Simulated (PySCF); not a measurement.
# Computed properties of Ge(Me)(NH2) (CH₅GeN), SMILES [CH3][Ge][NH2]

Ge(Me)(NH2) (CH5GeN), SMILES [Ge]([NH2])[CH3] (connectivity only; charge and spin as stated), neutral, multiplicity 1. Geometry optimised at ωB97X-D3(BJ)/def2-SVP. The values are those of a single conformer. All values are computed for the isolated molecule unless a solvent is named; none is compared with measurement here.

**Structure.** All 18 harmonic modes at ωB97X-D3(BJ)/def2-SVP (PySCF) are real, so it is a minimum. With heavy atoms numbered as in [Ge:1]([CH3:2])[NH2:6], the shortest bond between them is Ge1–N6 at 1.814 Å and the longest Ge1–C2 at 1.997 Å.

**Vibrations.** The strongest infrared lines (harmonic, unscaled, degenerate partners summed) lie at 479 cm⁻¹ (160 km/mol, H 85 %, N 14 %), 726 cm⁻¹ (66 km/mol, N 68 %, Ge 17 %, H 15 %), 823 cm⁻¹ (53 km/mol, H 73 %, N 12 %, C 12 %). The softest mode is at 33 cm⁻¹ and the zero-point energy is 38.7 kcal/mol.

**Electronic structure.** r2SCAN/def2-TZVPD (PySCF) places the frontier levels at -5.47 and -2.03 eV, a gap of 3.44 eV, and gives a dipole moment of 1.49 D and a mean polarisability of 59.8 bohr³.

**Excitations.** TDA-B3LYP/def2-SVPD (PySCF) has S1 at 3.82 eV (324 nm, f = 0.043, weak); the most intense of the 10 singlets computed lies at 6.68 eV (f = 0.36). T1 (TDA) is at 2.61 eV, 1.21 eV under S1. No vertical singlet excitation falls in the visible range (under 3.1 eV).

**NMR.** GIAO shifts at HF/pcSseg-1 (PySCF) (non-relativistic, atoms alike by connectivity averaged): ¹³C at 25.2 ppm against TMS; ¹H from 0.9 to 4.9 ppm against TMS.
